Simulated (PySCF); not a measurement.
CH10Si4, SMILES [SiH3][Si@@H]1C[SiH2][SiH2]1.

Coordinates come from a ωB97X-D3(BJ)/def2-SVP optimisation. The structure was generated by enumeration; whether it is a known compound was not checked.

Two levels are set side by side: TDA-PBE/def2-SVPD (PySCF) and TDA-ωB97X/def2-SVPD (PySCF). Vertical, same geometry. The lowest singlet is HOMO→LUMO+1 69 %, HOMO→LUMO 29 % with PBE and HOMO→LUMO+1 86 % with the other functional; states are paired by order. Differences are taken from unrounded values.

| quantity | TDA-ωB97X |
|---|---|
| lowest singlet excitation (eV) | 5.72 |
| lowest triplet excitation (TDA) (eV) | 5.07 |
| first bright state (f over 0.05) (eV) | 5.83 |
| its oscillator strength | 0.16 |

Q: What does TDA-PBE give, and how far is it from TDA-ωB97X? (The exact figures need the calculation; the answer reports its results.)

A: 
```
quantity                               TDA-PBE  TDA-PBE minus TDA-ωB97X
-------------------------------------  -------  -----------------------
lowest singlet excitation (eV)            4.96                    -0.75
lowest triplet excitation (TDA) (eV)      4.49                    -0.57
first bright state (f over 0.05) (eV)     5.15                    -0.68
its oscillator strength                   0.11                    -0.05
```

A lower first singlet is the usual sign of a functional without exact exchange. Differences between two approximate levels are no errors against the true value.

Rough cost on one machine, each run with all the roots and properties that it gave: TDA-ωB97X against TDA-PBE about 6 times.
